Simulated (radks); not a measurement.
Neutral lead inside a hard spherical wall (all orbitals vanish at R), configuration held at [Hg] 6p2 and not refilled when levels cross. Calculated with a radial shooting solver on a logarithmic mesh with Libxc functionals: scalar-relativistic Kohn-Sham, PBEsol, spin-unpolarised, spherical densities, finite nucleus; Fermi nuclear charge, rms radius 5.5012 fm. Eigenvalues in eV, with the zero of energy where the potential of the charges vanishes at infinity; a dash marks a level that is unbound or too diffuse for the functional's potential to be trusted. A positive occupied level is held by the wall or, in an anion where self-interaction has pushed it up, behind a barrier. The pressure on the wall is -dE/dV.

| R (bohr) | E (hartree) | kinetic (hartree) | e(5p) | e(5d) | e(6s) | e(6p) | e(7s, empty) | e(6d, empty) | pressure (GPa) |
|---|---|---|---|---|---|---|---|---|---|
| free | -20870.4787 | 23569.659 | -85.822 | -21.168 | -12.083 | -3.518 | - | - | 0 |
| 8 | -20870.4718 | 23569.705 | -85.453 | -20.804 | -11.775 | -3.190 | 1.895 | 3.367 | 0.247 |
| 7 | -20870.4601 | 23569.770 | -85.069 | -20.428 | -11.464 | -2.804 | 3.723 | 4.705 | 0.901 |
| 5 | -20870.3171 | 23570.467 | -82.688 | -18.143 | -9.461 | 0.146 | 15.244 | 11.918 | 17.8 |
| 4 | -20869.9062 | 23572.310 | -78.928 | -14.636 | -5.684 | 5.882 | 34.449 | 23.109 | 115 |
| 3 | -20867.8475 | 23580.939 | -68.143 | -4.522 | 8.432 | 25.941 | 91.339 | 55.787 | 1170 |
| 2.5 | -20863.8638 | 23596.671 | -54.900 | 8.851 | 30.996 | 56.001 | 164.75 | 98.080 | 4910 |
